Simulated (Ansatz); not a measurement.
Geometry optimisation, Ansatz 0.2.0, RHF/def2-SVP.

Input file:

```yaml
crystal:
  periodic: [false, false, false]
  atoms:
    - { symbol: Al, position_ang: [0.0, 0.0, 0.0] }
    - { symbol: O, position_ang: [0.0, 0.0, 2.13] }
    - { symbol: H, position_ang: [-0.9095, -0.2814, 2.4671] }
    - { symbol: O, position_ang: [1.5415, 0.0, -0.89] }
    - { symbol: H, position_ang: [1.8414, -0.9519, -1.0449] }
    - { symbol: F, position_ang: [-1.4635, 0.0, -0.845] }
    - { symbol: F, position_ang: [0.0892, 1.8864, 0.6275] }
    - { symbol: H, position_ang: [0.0593, 1.2535, 1.7062] }
basis:
  gaussian: { orbitals: def2-SVP }
hamiltonian:
  xc: hf
relax:
  f_tol: 0.15
  max_steps: 25
  restrain:
    - { distance: [0, 6], at: 1.69, k: 30.0 }
    - { distance: [7, 1], at: 1.01, k: 30.0 }
    - { distance: [0, 1], at: 2.98, k: 30.0 }
    - { distance: [7, 6], at: 2.12, k: 30.0 }
```

Run as:

```bash
$ ansatz run input.yaml --threads 1 --pin off --max-ram 2048MiB --backend cpu --events-out ev --progress --plain --runs-dir out
```

**Question.** Where does it end, and by what steps?

**Answer.** The run converged. The restraints hold the end off the free minimum. After 11 steps the energy has fallen by 2.212 eV (the restraints' own energy left out); H8 moved furthest, 0.66 Å. Parted: Al1–O2 (2.13 → 2.96 Å). Joined: O2–H8 (1.32 → 0.97 Å).

| step | energy less start (eV) | largest force component (eV/Å) | accepted |
| --- | --- | --- | --- |
| 0 | 0.0000 | 4.188 | yes |
| 1 | -0.4990 | 4.596 | yes |
| 2 | -1.4958 | 4.138 | yes |
| 3 | -1.9296 | 1.732 | yes |
| 4 | -1.9815 | 2.408 | yes |
| 5 | -2.1874 | 1.406 | yes |
| 6 | -2.1895 | 1.406 | yes |
| 7 | -2.1569 | 1.604 | no |
| 8 | -2.2038 | 1.295 | yes |
| 9 | -2.2123 | 1.209 | yes |
| 10 | -2.2092 | 1.230 | no |
| 11 | -2.2125 | 1.207 | yes |

```xyz
8
Properties=species:S:1:pos:R:3
Al 0.143 0.415 -0.460
O -0.141 0.064 2.466
H -1.019 -0.090 2.786
O 1.596 -0.175 -1.004
H 1.873 -0.952 -1.453
F -1.307 -0.241 -0.859
F 0.099 1.865 0.366
H -0.085 1.020 2.308
```

Run time: 18 s on 1 thread of Arm Neoverse V1 (shared host), peak memory 0.15 GiB.
